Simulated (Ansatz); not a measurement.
Input file for Ansatz (an electronic-structure program): U-B3LYP/def2-TZVPP on AlBrFH (SMILES [F][AlH][Br]), a point of a bond scan (R = 4.493 Å).

Ansatz 0.2 input:
```yaml
crystal:
  periodic: [false, false, false]
  atoms:
    - {symbol: Al, position_ang: [0.14258516, -1.02185598, 0.68600121]}
    - {symbol: H, position_ang: [-0.74582044, -2.28637816, 0.87330814]}
    - {symbol: F, position_ang: [1.56773011, -0.90210632, 1.50144871]}
    - {symbol: Br, position_ang: [-1.01214844, 2.37553956, -2.01767905]}
basis:
  gaussian:
    orbitals: def2-TZVPP
hamiltonian:
  xc: {name: B3LYP}
magnetization: {spin_polarized: true, initial_magnetization: 0}
```

It printed:

```
WARN ansatz: RAYON_NUM_THREADS=1 ignored (pool sized by the plan → 1); use --threads N
Functional definition: B3LYP
integrals: 0.05 GiB planned
921 factors; their error is unknown
mean field: 0.68 GiB planned
mean field evaluation 1: about -79372.9356 eV, gradient 3.2e1 eV
mean field evaluation 2: about -79184.4479 eV, gradient 9.8e1 eV
mean field evaluation 4: about -79377.7041 eV, gradient 1.2e1 eV
mean field evaluation 8: about -79377.7050 eV, gradient 1.2e1 eV
mean field evaluation 16: about -79378.8739 eV, gradient 4.5e-5 eV
mean field evaluation 32: about -79378.8779 eV, gradient 3.1e-1 eV
mean field evaluation 64: about -79378.5056 eV, gradient 1.8e-2 eV
mean field evaluation 96: about -79378.6471 eV, gradient 1.8e-6 eV
mean field -79379.14076959 eV, -2917.1296181684 hartree, gradient 5.7e-6 eV, S^2 0.606752; 13 other end points of the search recorded, 0 dependent functions left out
reference -79379.14102529 eV, -2917.1296275652 hartree; 29, 29 occupied and 106, 106 virtual orbitals, 921 factors
Total energy: -79379.14102529 eV, -2917.1296275652 hartree
```

The run converged. Its determinant has ⟨S²⟩ = 0.61, a mixture of spin states.

Cost: very roughly 28 core-seconds.
